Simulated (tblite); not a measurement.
Species: C10H8O2.
SMILES with atom numbers: `[CH3:1][C:2](=[O:3])[c:4]1[cH:5][cH:6][cH:7][c:8]2[o:9][cH:10][cH:11][c:12]12` (hydrogens: H13, H14, H15 on C1; H16 on C5; H17 on C6; H18 on C7; H19 on C10; H20 on C11)

Cartesian coordinates in Å at the GFN2-xTB level; atoms count from 1:
```
atom  x, y, z in Å
C1    -2.9790   -0.6868   -0.2611
C2    -1.5345   -1.1270   -0.1917
O3    -1.2352   -2.2998   -0.2525
C4    -0.5131   -0.0639   -0.0458
C5    -0.8223    1.2904    0.0238
C6     0.1585    2.2680    0.1624
C7     1.5002    1.9441    0.2429
C8     1.8255    0.6001    0.1745
O9     3.0587    0.0510    0.2309
C10    2.8839   -1.2869    0.1260
C11    1.5811   -1.6335    0.0021
C12    0.8490   -0.4097    0.0309
H13   -3.2534   -0.1498    0.6440
H14   -3.1324   -0.0334   -1.1169
H15   -3.6114   -1.5653   -0.3631
H16   -1.8507    1.6112   -0.0285
H17   -0.1378    3.3049    0.2100
H18    2.2638    2.6973    0.3532
H19    3.7743   -1.8848    0.1525
H20    1.1697   -2.6152   -0.0966
```

The geometry is computed with GFN2-xTB (gas phase).

Take the most abundant isotopes and a rigid rotor. The values belong to one conformer with, in the numbering `[CH3:1][C:2](=[O:3])[c:4]1[cH:5][cH:6][cH:7][c:8]2[o:9][cH:10][cH:11][c:12]12`, C1–C2–C4–C5 0°.

**Question.** Give the principal moments of inertia and the rotational constants in cm⁻¹.

**Answer.** Ia = 308.82, Ib = 582.32, Ic = 887.98 u·Å²; 505379 MHz·u·Å²/I gives 1637, 867.9 and 569.1 MHz, that is A = 0.05459, B = 0.02895, C = 0.01898 cm⁻¹.

**Question.** Classify the top.

**Answer.** An asymmetric top; Ray's κ = -0.440.

**Question.** What does the inertial defect say?

**Answer.** Not planar: Δ = Ic − Ia − Ib = -3.16 u·Å². For a rigid frame Δ = −2 Σ m c², so Σ m c² = 1.58 u·Å² lies off the ab plane, practically all of it from hydrogen. The atom farthest from that plane is 0.89 Å away.

**Question.** Where do the levels up to J = 4 lie, in MHz?

**Answer.** Above 0(0,0):
J = 1: 1(0,1) 1437, 1(1,1) 2206, 1(1,0) 2504
J = 2: 2(0,2) 4239, 2(1,2) 4781, 2(1,1) 5677, 2(2,1) 7983, 2(2,0) 8055
J = 3: 3(0,3) 8288, 3(1,3) 8603, 3(1,2) 10385, 3(2,2) 12294, 3(2,1) 12628, 3(3,1) 16924, 3(3,0) 16936
J = 4: 4(0,4) 13482, 4(1,4) 13638, 4(1,3) 16551, 4(2,3) 17986, 4(2,2) 18873, 4(3,2) 22788, 4(3,1) 22863, 4(4,1) 29114, 4(4,0) 29116
Those of J = 1 are B + C, A + C and A + B.

**Question.** Estimate the classical rotational partition function at 10 K, 50 K and 200 K.

**Answer.** Point group Cs, symmetry number σ = 1; q = (√π/σ)·√((kT/h)³/(ABC)), k/h = 20836.6 MHz/K: 5930 at 10 K, 66300 at 50 K, 530000 at 200 K.

Its GFN2-xTB frequencies are all real (lowest 20 cm⁻¹). No vibrational averaging or centrifugal distortion is included, and the geometry carries the error of its method.
